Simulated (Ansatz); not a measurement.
Species: C2H4N (charge 0, doublet). It need not be the lowest isomer of its formula. SMILES: [CH]=NC
Geometry: optimised at B3LYP-D3(BJ)/def2-TZVP (Ansatz, an electronic-structure program).

Property: vertical ionisation energy (to the singlet state of charge +1; each state is the SCF solution reached for its spin; for the singlet the Hartree-Fock reference is unstable and T1 is 0.019), in eV. Correlated levels leave the core frozen unless marked. Open shells are spin-unrestricted. No spin-orbit coupling. No relativistic terms. CBS(X,Y): correlation extrapolated as X^-3; Hartree-Fock from the larger set. The bracket is a focal-point correction in the basis named.

RI-MP2/CBS(aug-cc-pVTZ,aug-cc-pVQZ)+[CCSD(T)-MP2]/aug-cc-pVDZ (Ansatz) gives 7.82 eV.

**Question.** Another calculation gave 7.94 eV. Which level was it?
A. B2PLYP/def2-TZVPD (Ansatz)
B. BHLYP/def2-TZVPD (Ansatz)
C. r2SCAN/def2-TZVPD (Ansatz)
D. SVWN5/def2-TZVPD (Ansatz)

**Answer.** A, B2PLYP/def2-TZVPD (Ansatz). The others give 8.19 (r2SCAN), 8.38 (BHLYP), 8.06 (SVWN5) eV.
